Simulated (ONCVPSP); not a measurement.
**Plane-wave convergence, ONCV potential for S**

ONCVPSP 4.0.1 input, shortened (lines: element, Z, core and valence counts, functional; n l f; lmax; l rc ep ncon nbas qcut; lloc lpopt rc5 dvloc0; l nproj debl; icmod fcfact rcfact), PBE, scalar-relativistic:

```
  S 16.00    3    2        4      upf
    1    0    2.00
    2    0    2.00
    2    1    6.00
    3    0    2.00
    3    1    4.00
    1
    0    1.25    0.00    3    7    6.20
    1    1.65    0.00    5    8    5.90
    4    3    0.80    2.00
    0    2    3.80
    1    2    0.50
    1    0.75    0.00
```

Problem. For each optimised wave give the share of its norm inside rc, the residual kinetic energy above qcut (Ha) and the cutoffs (Ha) for errors of 10, 1, 0.1 and 0.01 mHa per electron.

Solution.

| wave | norm inside rc | residual KE | 10 mHa | 1 mHa | 0.1 mHa | 0.01 mHa |
| --- | --- | --- | --- | --- | --- | --- |
| 3s | 0.255 | 2.2e-05 | 9.7 | 13.5 | 16.7 | 58.7 |
| s projector 2 | 0.084 | 1.0e-03 | 11.8 | 21.4 | 120.0 | not reached |
| 3p | 0.365 | 4.7e-05 | 4.0 | 9.4 | 15.9 | 31.1 |
| p projector 2 | 0.095 | 3.3e-05 | 3.5 | 5.5 | 13.5 | 66.3 |

The occupied waves need 14 Ha and 17 Ha for 1 and 0.1 mHa.
